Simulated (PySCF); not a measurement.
# Aluminium: a sound run and one with changed settings

Sound run: Al⁺ [Ne] 3s2, Al²⁺ [Ne] 3s1. Calculation: PySCF 2.14, in cc-pVDZ-DK; scalar relativity by spin-free X2C-1e. In the sound run the correlated levels freeze [Ne]. The sound run starts from symmetry-adapted Hartree-Fock orbitals and uses a fine grid where one is needed.

Changed run: no relativity, point nucleus. This setting is unsound on purpose.

```json
{"species": "Al⁺", "method": "UHF", "sound run (hartree)": "-242.10361", "changed run (hartree)": "-241.58769", "converged": "yes"}
{"species": "Al⁺", "method": "M06-L", "sound run (hartree)": "-242.56309", "changed run (hartree)": "-242.04726", "converged": "yes"}
{"species": "Al⁺", "method": "B3LYP", "sound run (hartree)": "-242.60165", "changed run (hartree)": "-242.08596", "converged": "yes"}
{"species": "Al⁺", "method": "MP2", "sound run (hartree)": "-242.12858", "changed run (hartree)": "-241.61267", "converged": "yes"}
{"species": "Al⁺", "method": "CCSD(T)", "sound run (hartree)": "-242.14201", "changed run (hartree)": "-241.62615", "converged": "yes"}
{"species": "Al²⁺", "method": "UHF", "sound run (hartree)": "-241.45776", "changed run (hartree)": "-240.94324", "converged": "yes"}
{"species": "Al²⁺", "method": "M06-L", "sound run (hartree)": "n/a", "changed run (hartree)": "-241.36057", "converged": "yes"}
{"species": "Al²⁺", "method": "B3LYP", "sound run (hartree)": "-241.90441", "changed run (hartree)": "-241.39028", "converged": "yes"}
```

Ionisation energy of Al⁺:

```csv
method,sound run (eV),changed run (eV)
UHF,17.574,17.536
M06-L,n/a,18.686
B3LYP,18.973,18.931
MP2,18.254,18.216
SCS-MP2,18.390,18.352
CCSD,18.619,18.583
CCSD(T),18.619,18.583
CCSDT,18.619,18.583
FCI,18.619,18.583
```

Most of the change in total energy is the relativistic energy itself. On top of that the contraction fixes the core shape for the Hamiltonian it was made with, so the changed run is not a good calculation with the other Hamiltonian either.

For comparison, NIST gives 18.829 eV between the lowest levels.
